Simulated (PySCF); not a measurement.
Species: C7H9NS.
Cartesian coordinates in Å at the PBE0-D3(BJ)/def2-SVP level; atoms count from 1:
```xyz
18
C7H9NS angstrom
N      3.9028    0.5235   -1.3066
C      3.0563   -0.0879   -0.8077
C      1.9644   -0.8376   -0.1979
C      0.5897   -0.3389   -0.6398
C      0.2675    1.1045   -0.2393
C     -1.2499    1.1841   -0.3951
C     -1.7581   -0.2032   -0.0814
S     -3.3016   -0.6284    0.1631
C     -0.5698   -1.1331   -0.0343
H      2.0905   -1.9019   -0.4550
H      2.0615   -0.7635    0.8985
H      0.5314   -0.4151   -1.7395
H      0.8144    1.8468   -0.8376
H      0.5488    1.2630    0.8164
H     -1.7482    1.9468    0.2198
H     -1.5263    1.4053   -1.4419
H     -0.7825   -2.0983   -0.5158
H     -0.3655   -1.3521    1.0310
```

Linear response at PBE0/def2-SVPD (PySCF, frozen core in the response, non-relativistic). Isolated species at its PBE0-D3(BJ)/def2-SVP geometry (one conformer only).

Static isotropic polarisability: 105.93 au (15.70 Å³), principal values 77.6, 95.0, 145.1 au.

Q: What is the polarisability at 1064 nm and at the sodium D line?

A: 107.03 au at 1064 nm (+1.0 %), 109.73 au at 589.3 nm (+3.6 %). The lowest singlet lies at 497 nm (f = 0.000), near or inside this range; the response is undamped and has a pole at each allowed excitation.

Q: What is the isotropic C6 coefficient between two such molecules, C6 = (3/π)∫α(iω)² dω?

A: 4404 au (Eh·bohr⁶) by a ten-point quadrature over imaginary frequencies, which is 2630 eV·Å⁶ or 254 J·nm⁶/mol.

Q: Which effective excitation energy ω̄ makes London's formula C6 = (3/4)α²ω̄ exact here?

A: ω̄ = 4·C6/(3α²) = 0.523 Eh = 14.2 eV.

Q: How many electrons N does the Slater–Kirkwood formula C6 = (3/4)·√N·α^(3/2) need to give this C6?

A: N = (4·C6/3)²/α³ = 29.0; the species has 74 electrons in all.

Q: What three-body coefficient follows from the one-pole estimate C9 = (3/4)·α·C6?

A: 350000 au. This is an estimate from the two numbers above, not a computed integral.

Q: The lowest 6 singlets have (eV, f): 2.49, 0.000; 5.55, 0.261; 5.71, 0.024; 6.27, 0.030; 6.32, 0.003; 6.44, 0.005. What share of the static polarisability do they carry in the sum over states α = Σ f/ω²?

A: 7.55 au, 7.1 % of α; the largest term, 6.28 au, is that of the state at 5.55 eV. Their oscillator strengths add up to 0.32. Higher states carry the rest.

Q: How anisotropic is the static polarisability, by Δα² = ½[(α1 − α2)² + (α2 − α3)² + (α3 − α1)²]?

A: Δα = 60.7 au, or 0.57 of the isotropic value.

Cost: about 3 min of CPU time on one thread (grids of density and orbitals included); the machine was shared, so the figure is rough. This is the whole response run at PBE0/def2-SVPD, SCF included.
